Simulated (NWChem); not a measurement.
# SiSH cation, singlet; SMILES [Si]=[SH+]

Results from NWChem. Low-valent species are run as closed-shell singlets; no triplet was tried in these runs. Each level has its own optimisation; frequencies are unscaled.

```json
[
 {"level": "B3LYP/3-21G", "r S–Si (Å)": "2.177", "r H–S (Å)": "1.381", "highest harmonic frequency (cm⁻¹)": "2411", "lowest (cm⁻¹)": "435", "zero-point energy (kcal/mol)": "4.8"},
 {"level": "BP86/def2-TZVP", "r S–Si (Å)": "2.076", "r H–S (Å)": "1.374", "highest harmonic frequency (cm⁻¹)": "2479", "lowest (cm⁻¹)": "484", "zero-point energy (kcal/mol)": "5.1"},
 {"level": "B3LYP/def2-TZVP", "r S–Si (Å)": "2.065", "r H–S (Å)": "1.363", "highest harmonic frequency (cm⁻¹)": "2546", "lowest (cm⁻¹)": "508", "zero-point energy (kcal/mol)": "5.2"},
 {"level": "PBE0/def2-SVP", "r S–Si (Å)": "2.065", "r H–S (Å)": "1.368", "highest harmonic frequency (cm⁻¹)": "2596", "lowest (cm⁻¹)": "452", "zero-point energy (kcal/mol)": "5.2"}
]
```
